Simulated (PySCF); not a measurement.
C3H7ClO2S.
SMILES: `CC(C)S(=O)(=O)Cl`

Torsions of this conformer, `[CH3:1][CH:2]([CH3:3])[S:4](=[O:5])(=[O:6])[Cl:7]`: C1–C2–S4–O5 177°.

The closed-shell ground state was solved at several levels (PySCF, density fitting, gas phase, non-relativistic). Geometry: PBE0-D3(BJ)/def2-SVP, one conformer, isolated molecule.

| level | basis functions | total energy (Eh) | HOMO (eV) | LUMO (eV) | gap (eV) | dipole (D) |
| --- | --- | --- | --- | --- | --- | --- |
| PBE0/cc-pVDZ | 141 | -1126.7444 | -8.81 | -1.59 | 7.22 | 4.29 |
| PBE0/def2-TZVP | 271 | -1126.9175 | -9.04 | -1.68 | 7.36 | 4.31 |
| PBE0/pcSseg-0 | 85 | -1124.9572 | -9.16 | -2.45 | 6.71 | 5.08 |
| PBE0/cc-pVTZ | 316 | -1126.9012 | -9.00 | -1.68 | 7.32 | 4.32 |
| PBE0/aug-cc-pVDZ | 232 | -1126.7801 | -9.02 | -1.91 | 7.11 | 4.44 |

(1) What might PBE0/def2-SVP (141 basis functions) give for the same quantities?

(2) Over all these levels, which gives the widest orbital gap and which the narrowest?

(3) How much does the basis alone move the frontier levels among the 6 PBE0 rows (the withheld one included)?

(4) How far do the dipole and the HOMO energy spread over the levels?

## Answers

(1) Total energy -1126.2605 Eh, HOMO -8.86 eV, LUMO -1.57 eV, gap 7.29 eV, dipole 4.27 D.

(2) PBE0/def2-TZVP has the widest, 7.36 eV, and PBE0/pcSseg-0 the narrowest, 6.71 eV. From the narrowest to the widest the HOMO moves by +0.12 eV and the LUMO by +0.77 eV.

(3) The HOMO by 0.35 eV and the LUMO by 0.88 eV. By rising basis size (HOMO, LUMO in eV): pcSseg-0 -9.16, -2.45; cc-pVDZ -8.81, -1.59; def2-SVP -8.86, -1.57; aug-cc-pVDZ -9.02, -1.91; def2-TZVP -9.04, -1.68; cc-pVTZ -9.00, -1.68.

(4) The dipole runs from 4.27 to 5.08 D (mean 4.45 D) and the HOMO from -9.16 to -8.81 eV.
